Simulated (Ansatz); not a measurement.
Input file for C$_{2}$H$_{3}$Cl$_{3}$Sn, SMILES `C=[CH][Sn]([Cl])([Cl])[Cl]`:

```yaml
crystal:
  periodic: [false, false, false]
  atoms:
    - {symbol: C, position_ang: [0.187787, -1.689751, 0.296106]}
    - {symbol: C, position_ang: [-0.373435, -0.554101, 0.683342]}
    - {symbol: Sn, position_ang: [-0.009468, 1.229300, -0.368187]}
    - {symbol: Cl, position_ang: [-1.922004, 2.171281, -1.250069]}
    - {symbol: Cl, position_ang: [1.426223, 0.797077, -2.125337]}
    - {symbol: Cl, position_ang: [0.958405, 2.870389, 0.932870]}
    - {symbol: H, position_ang: [0.848004, -1.751457, -0.563576]}
    - {symbol: H, position_ang: [0.005108, -2.616595, 0.833506]}
    - {symbol: H, position_ang: [-1.032120, -0.502542, 1.544446]}
basis:
  gaussian: {orbitals: def2-SVP}
correlation: {method: ccsd_t}
```

```sh
$ ansatz run in.yaml --threads 4 --pin off --events-out ev --progress --plain --max-ram 11315MiB
```

Output of Ansatz, abridged:

```
Functional definition: HF
1264 factors; integrals over basis functions are off by at most 1.4e-3 eV
mean field evaluation 1: about -45412.0050 eV, gradient 2.8e1 eV
mean field evaluation 2: about -45412.0250 eV, gradient 2.8e1 eV
mean field evaluation 4: about -45414.5210 eV, gradient 2.6e0 eV
mean field evaluation 8: about -45414.5496 eV, gradient 2.6e-4 eV
mean field -45414.54961921 eV, -1668.9539154185 hartree, gradient 2.6e-6 eV, S^2 0.000000; 0 other end points of the search recorded, 0 dependent functions left out
21 core orbitals not correlated: weight in the atoms' cores, before any rotation towards them, 1.000 or more for the frozen orbitals, at most 0.000 for the correlated occupied ones
reference -45414.54961921 eV, -1668.9539154185 hartree; 23, 23 occupied and 79, 79 virtual orbitals, 1264 factors
second order -20.61207872 eV of doubles, -0.00000000 eV of singles
cycle   1  -21.64414982 eV  change    -1.0e0 eV  update   9.8e-2
cycle   2  -22.13867788 eV  change   -4.9e-1 eV  update   3.0e-2
cycle   3  -22.23610983 eV  change   -9.7e-2 eV  update   1.4e-2
cycle   4  -22.23490047 eV  change    1.2e-3 eV  update   3.9e-3
cycle   5  -22.23471612 eV  change    1.8e-4 eV  update   1.4e-3
cycle   6  -22.23479742 eV  change   -8.1e-5 eV  update   4.2e-4
cycle   7  -22.23483242 eV  change   -3.5e-5 eV  update   1.3e-4
cycle   8  -22.23489616 eV  change   -6.4e-5 eV  update   4.1e-5
cycle   9  -22.23490458 eV  change   -8.4e-6 eV  update   1.4e-5
perturbative correction -0.64590593 eV, -0.0237366053 hartree
Total energy: -45437.43042972 eV, -1669.7947696959 hartree
```

Hardware: 4 threads of an Arm Neoverse V2 on a shared host. Wall time 13 s, peak host memory 0.71 GiB.

The correlation energy is -22.881 eV, 2.8 % of it from (T); the T1 diagnostic reads 0.0096.
